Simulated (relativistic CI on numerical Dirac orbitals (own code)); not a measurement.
Ni2+ in a cubic cluster: L2,3 absorption with charge transfer

Computed with a charge-transfer multiplet model of a cubic metal-ligand cluster with up to 2 ligand holes, Slater and spin-orbit integrals from Dirac-Coulomb-Breit ions, Slater integrals scaled by 0.8. The ground state mixes d8 with configurations of k ligand holes L, whose averages lie at kΔ + k(k − 1)U_dd/2; a core hole lowers each added d electron by U_cd. 300 K, Lorentzian 0.4 eV and Gaussian 0.3 eV FWHM.

Atomic integrals in eV (Slater integrals scaled, ζ unscaled), ground: F2dd 9.736, F4dd 6.042, zeta_d 0.080; with the core hole: F2dd 9.736, F4dd 6.042, zeta_d 0.103, zeta_core 11.413, F2cd 6.198, G1cd 4.674, G3cd 2.657.

Cluster parameters (eV): Δ = 2.2, U_dd = 6.3, U_cd = 7.7, 10Dq(ligand) = 1.3, V(eg) = 2.35, V(t2g) = -1.23, final-state hopping factor = 0.8.

```tsv
Case	n_d	d8	d9L	d10L2	S
10Dq = -0.15 eV	8.42	0.61	0.37	0.02	1.00
10Dq = 0.15 eV	8.40	0.62	0.35	0.02	1.00
10Dq = 0.75 eV	8.37	0.65	0.33	0.02	1.00
10Dq = 1.35 eV	8.34	0.67	0.31	0.02	1.00
10Dq = 1.65 eV	8.33	0.69	0.30	0.02	1.00
```

Weights, n_d and S are thermal averages at 300 K. Photon energies count from the first peak over 30 % of the highest in each spectrum, which can be another peak from case to case. The parameters are a model scan and need not match a compound or its usual spin state. A negative ionic 10Dq is a model choice; hopping adds the covalent part of the field. Peaks in eV (height, largest 100):
- 10Dq = -0.15 eV: 0.0 (100), 0.9 (22), 4.0 (6), 5.0 (5), 17.2 (21), 17.8 (21)
- 10Dq = 0.15 eV: 0.0 (100), 1.0 (21), 4.0 (5), 4.9 (5), 17.2 (24), 17.8 (23)
- 10Dq = 0.75 eV: 0.0 (100), 1.0 (18), 5.0 (6), 17.2 (26), 17.8 (23)
- 10Dq = 1.35 eV: 0.0 (100), 1.1 (18), 17.2 (26), 17.9 (24)
- 10Dq = 1.65 eV: 0.0 (100), 1.1 (18), 17.2 (27), 17.9 (24)

For the case 10Dq = 0.75 eV, Δ = 2.2 eV is smaller than U_dd = 6.3 eV, the charge-transfer side of the Zaanen-Sawatzky-Allen scheme. With the core hole the configuration with one ligand hole lies at Δ + U_dd − U_cd = 0.8 eV above the one without, against Δ in the ground state. The added d electron screens the hole, so the order of the configurations is kept and charge-transfer satellites are weaker than in photoemission.
